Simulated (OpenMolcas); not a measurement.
**CH6ClNSi (SMILES C[SiH](N)Cl): the vertical ionisation energy from total energies**

CH6ClNSi has 10 atoms, charge 0, and is taken as a singlet. SMILES: `C[SiH](N)Cl`. The shape is that of a PBE0-D4/def2-TZVP optimisation. This is one conformer, not always the lowest.

Both states at this one shape; open shells run unrestricted unless said. 1 Eh = 27.2114 eV.

```tsv
level	program	singlet CH6ClNSi (Eh)	doublet CH6ClNSi+ (Eh)	HOMO of the first (eV)
HF/STO-3G	OpenMolcas	-834.919376	-834.671409	-9.02
revPBE/6-31G* (spherical functions)	OpenMolcas	-846.025131	-845.673730	-6.10
M06-2X/6-31G* (spherical functions)	OpenMolcas	-846.117508	-845.739070	-9.07
PBE0/6-31G* (spherical functions)	OpenMolcas	-845.821465	-845.454924	-7.66
```

Question: Work out the vertical ionisation energy at each level.

Answer: 
1. HF/STO-3G: -834.671409 − (-834.919376) = 0.247967 Eh = 6.75 eV; −ε(HOMO) = 9.02 eV.
2. revPBE/6-31G* (spherical functions): -845.673730 − (-846.025131) = 0.351401 Eh = 9.56 eV; −ε(HOMO) = 6.10 eV.
3. M06-2X/6-31G* (spherical functions): -845.739070 − (-846.117508) = 0.378438 Eh = 10.30 eV; −ε(HOMO) = 9.07 eV.
4. PBE0/6-31G* (spherical functions): -845.454924 − (-845.821465) = 0.366541 Eh = 9.97 eV; −ε(HOMO) = 7.66 eV.

No measured value is set beside it here; the levels span 6.75 to 10.30 eV. In Hartree–Fock, −ε(HOMO) (Koopmans) exceeds the difference of totals by the orbital relaxation of the ion. In semi-local functionals −ε(HOMO) lies far under the ionisation energy, a result of self-interaction. Hartree–Fock favours the state with fewer electron pairs, since it lacks pair correlation. Minimal sets are far from the basis-set limit.
